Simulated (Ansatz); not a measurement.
Molecular dynamics of ClFH₄O₄W

input.yaml

```yaml
crystal:
  periodic: [false, false, false]
  atoms:
    - { symbol: W, position_ang: [0.22917, 0.077284, -0.121103] }
    - { symbol: Cl, position_ang: [0.645252, -0.018678, 2.241906] }
    - { symbol: O, position_ang: [2.127803, 0.127936, -0.20295] }
    - { symbol: H, position_ang: [2.65726, 0.083303, 0.617083] }
    - { symbol: O, position_ang: [-0.144382, 1.926538, -0.069185] }
    - { symbol: H, position_ang: [-1.018542, 2.299408, 0.154562] }
    - { symbol: F, position_ang: [-1.642585, -0.028488, 0.334403] }
    - { symbol: O, position_ang: [0.019372, -1.81868, -0.170802] }
    - { symbol: H, position_ang: [-0.821075, -2.232777, 0.102981] }
    - { symbol: O, position_ang: [0.187905, 0.109121, -2.021639] }
    - { symbol: H, position_ang: [0.402022, -0.684468, -2.549756] }
basis:
  gaussian: { orbitals: def2-SVP }
hamiltonian:
  xc: pbe
  dispersion: d4
md:
  timestep: 0.5
  n_steps: 300
  ensemble: nve
  temperature: 1500.0
  initial_velocities: maxwell_boltzmann
  seed: 177225
  masses: [{ species: H, mass: 10.0 }]
```

Launched with:

```bash
$ ansatz run input.yaml --threads 4 --pin off --max-ram 5120MiB --backend cpu --events-out ev --progress --plain --runs-dir out
```

It starts from a relaxed structure.

Output, in part (step lines, the closing report, with atoms numbered from 0):

```
md step     0: t =     0.00 fs  T =  1500.0 K  F+E_penalty+E_count = -25298.30151696 eV  E_kin = 1.745010 eV  conserved = -25296.55650698 eV  (34 SCF iters)
[... lines left out ...]
Total energy: -25297.65927786 eV, -929.6718310919 hartree
Atom 0 at     0.228442     0.087461    -0.072232 Å, force    -1.622128    -0.548563     0.366556 eV/Å
Atom 1 at     0.716607    -0.072497     2.283336 Å, force     0.138080     0.121323     0.173243 eV/Å
Atom 2 at     2.027951     0.109470    -0.177370 Å, force     3.022476     0.333574     0.452411 eV/Å
Atom 3 at     2.384186     0.255668     0.735503 Å, force     0.497386    -0.214523    -0.285837 eV/Å
Atom 4 at    -0.111218     1.903721    -0.109321 Å, force    -0.735037     1.439913    -1.298273 eV/Å
Atom 5 at    -0.660318     2.265677    -0.850018 Å, force     0.222791     0.169539     0.598797 eV/Å
Atom 6 at    -1.504499    -0.166955     0.566843 Å, force    -1.452428    -0.193929     0.539882 eV/Å
Atom 7 at     0.136803    -1.762762    -0.423595 Å, force     0.597634    -1.084166    -0.075214 eV/Å
Atom 8 at    -0.771131    -2.078177    -0.423990 Å, force    -0.741632    -0.584794    -0.021834 eV/Å
Atom 9 at    -0.122371     0.138479    -1.978635 Å, force     0.711107    -0.624021    -0.407881 eV/Å
Atom 10 at     0.180251    -0.781328    -2.264614 Å, force    -0.638250     1.185648    -0.041851 eV/Å
Dipole moment:    -0.033130    -0.019671    -0.540956 e Å
```

The steps, from the saved trajectory:

| time (fs) | T (K) | potential energy less start (eV) | conserved less start (meV/atom) |
| --- | --- | --- | --- |
| 0 | 1500 | 0.000 | 0.00 |
| 5 | 1153 | 0.405 | 0.10 |
| 10 | 877 | 0.725 | 0.08 |
| 15 | 607 | 1.039 | 0.07 |
| 20 | 466 | 1.205 | 0.12 |
| 25 | 697 | 0.934 | 0.05 |
| 30 | 649 | 0.991 | 0.10 |
| 35 | 799 | 0.816 | 0.06 |
| 40 | 755 | 0.868 | 0.09 |
| 45 | 991 | 0.593 | 0.04 |
| 50 | 1076 | 0.494 | 0.07 |
| 55 | 982 | 0.603 | 0.08 |
| 60 | 843 | 0.764 | 0.04 |
| 65 | 402 | 1.278 | 0.14 |
| 70 | 451 | 1.221 | 0.04 |
| 75 | 355 | 1.333 | 0.11 |
| 80 | 500 | 1.165 | 0.08 |
| 85 | 645 | 0.995 | 0.03 |
| 90 | 541 | 1.117 | 0.12 |
| 95 | 692 | 0.941 | 0.07 |
| 100 | 793 | 0.823 | 0.09 |
| 105 | 1025 | 0.552 | 0.03 |
| 110 | 796 | 0.820 | 0.11 |
| 115 | 741 | 0.884 | 0.04 |
| 120 | 469 | 1.201 | 0.12 |
| 125 | 543 | 1.114 | 0.09 |
| 130 | 731 | 0.896 | 0.05 |
| 135 | 771 | 0.849 | 0.10 |
| 140 | 910 | 0.686 | 0.04 |
| 145 | 772 | 0.848 | 0.11 |
| 150 | 948 | 0.642 | 0.04 |

The run went to its last step. The conserved energy stayed within 0.15 meV per atom of its start (net change 0.043 meV per atom), so the integration is sound. Over the second half the temperature averaged 0.47 of the 1500 K drawn at the start: a run that starts near a minimum puts about half its kinetic energy into the potential. A run of 0.15 ps of so small a system gives no equilibrium averages.

No bond is clearly made or broken; grazing contacts change: W1–H4 2.54 → 2.31 Å, W1–H9 2.55 → 2.41 Å, W1–H11 2.55 → 2.36 Å. Pairs count as bonded within 1.25 times the sum of covalent radii (0.12 Å more for H–H).

Last frame:

```xyz
11
Properties=species:S:1:pos:R:3
W 0.228 0.087 -0.072
Cl 0.717 -0.072 2.283
O 2.028 0.110 -0.177
H 2.384 0.256 0.736
O -0.111 1.904 -0.109
H -0.660 2.266 -0.850
F -1.504 -0.167 0.567
O 0.137 -1.763 -0.424
H -0.771 -2.078 -0.424
O -0.122 0.139 -1.979
H 0.180 -0.781 -2.265
```

Time of the run: 11 min on 4 threads of Arm Neoverse V1, on a shared host, peak memory 0.21 GiB.
